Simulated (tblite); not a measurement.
Compound: C2H10OSi4.
Numbering: `[CH:1]#[C:2][Si@@H:3]([OH:4])[SiH:5]([SiH3:6])[SiH3:7]` (hydrogens: H8 on C1; H9 on Si3; H10 on O4; H11 on Si5; H12, H13, H14 on Si6; H15, H16, H17 on Si7)

Structure used (GFN2-xTB), in Å, numbered top down from 1:
```
atom  x, y, z in Å
C1     3.4920    1.3563   -0.5969
C2     2.6785    0.4724   -0.5409
Si3    1.3610   -0.8376   -0.4396
O4     1.3199   -1.4498    1.0790
Si5   -0.8028   -0.0145   -0.5607
Si6   -1.0556    1.9852    0.6080
Si7   -2.4080   -1.6204   -0.0364
H8     4.2133    2.1214   -0.6498
H9     1.8537   -1.8802   -1.3569
H10    2.0955   -1.8056    1.5031
H11   -0.9817    0.3177   -2.0005
H12   -2.2491    2.7301    0.1927
H13    0.0752    2.9042    0.4493
H14   -1.2030    1.7530    2.0486
H15   -3.6258   -1.0243    0.5266
H16   -2.8454   -2.4126   -1.1911
H17   -1.9247   -2.5834    0.9556
```

Computed values, GFN2-xTB/tblite, gas phase, harmonic and unscaled. Errors from tens to a few hundred cm⁻¹ against measured bands are possible. Modes of hydrogen on silicon can be 10 to 20 % off. One conformer, not necessarily the lowest. The optimisation stopped once no atom felt more than 0.01 eV/Å.

Lowest wavenumbers of the output (negative numbers stand for imaginary wavenumbers):
```
mode    cm-1
  1     -21.7
  2      15.3
  3      28.7
  4      50.3
  5      76.9
  6      90.7
  7     106.3
  8     141.6
```

Is this structure a minimum?

Not by this Hessian. 1 mode is imaginary beyond 20i (22i cm⁻¹), so at this level the point lies at or near a first-order saddle. The curvature is small, so loose convergence or finite differences may be the whole cause.

Which atoms move in the imaginary mode?

22i: H17 (Si–H hydrogen) 33 %, H16 (Si–H hydrogen) 32 %, H15 (Si–H hydrogen) 32 %. These are shares of the mass-weighted motion.

What is the remedy?

Step along that mode in both directions, optimise again with tighter thresholds and repeat the frequencies. The zero-point energy of this point (60.5 kcal/mol) counts the 44 real modes alone, and thermal corrections from it aren't those of a minimum.

On one thread of an Arm Neoverse N1 (shared host), this took 1.6 s wall. This covers the Hessian and the dipole derivatives.
